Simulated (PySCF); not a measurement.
# What the low excited states add to the polarisability

Si(vinyl)F3, C₂H₃F₃Si.
InChI=1S/C2H3F3Si/c1-2-6(3,4)5/h2H,1H2

Computed, not measured: TDDFT CAM-B3LYP/def2-SVPD, vertical, gas phase, core orbitals frozen in the response in PySCF 2.14.0, density-fitted response routines. One conformer (not necessarily the lowest) at the PBE0-D3(BJ)/def2-SVP geometry, without solvent, vibrations or thermal averaging.

Computed singlets:

```csv
state,E (eV),f
S1,7.10,0.0018
S2,7.42,0.381
S3,8.12,0.058
S4,8.86,0.0020
S5,8.94,0.0000
S6,9.14,0.0002
S7,9.47,0.015
S8,9.75,0.0084
S9,10.09,0.124
S10,10.15,0.0014
```

Q: How much of the mean static polarisability do these states give, one by one?

A: Each state adds f / ΔE² (ΔE in hartree, 27.2114 eV).

```csv
state,f/ΔE² (au),running sum (au),running share of α (%)
S1,0.03,0.03,0.1
S2,5.13,5.16,11.2
S3,0.65,5.81,12.6
S4,0.02,5.83,12.6
S5,0.00,5.83,12.6
S6,0.00,5.83,12.6
S7,0.12,5.96,12.9
S8,0.07,6.02,13.1
S9,0.90,6.93,15.0
S10,0.01,6.94,15.0
```

The full response gives 46.15 au (6.84 Å³), so 39.2 au comes from the higher roots of the same equations.

Q: By how much does the contribution of these states grow at 632.8 nm?

A: With ω = 0.0720 hartree each state's term in the mean polarisability goes from f / ΔE² to f / (ΔE² − ω²); the sum over all 10 states goes from 6.94 to 7.41 au, a rise of 0.47 au.

The largest single term belongs to S2, which also has the largest f.

A one-level model with all 36 active electrons at a single energy would need ΔE = √(N/α) = 24.0 eV to give this α, against S1 at 7.10 eV.
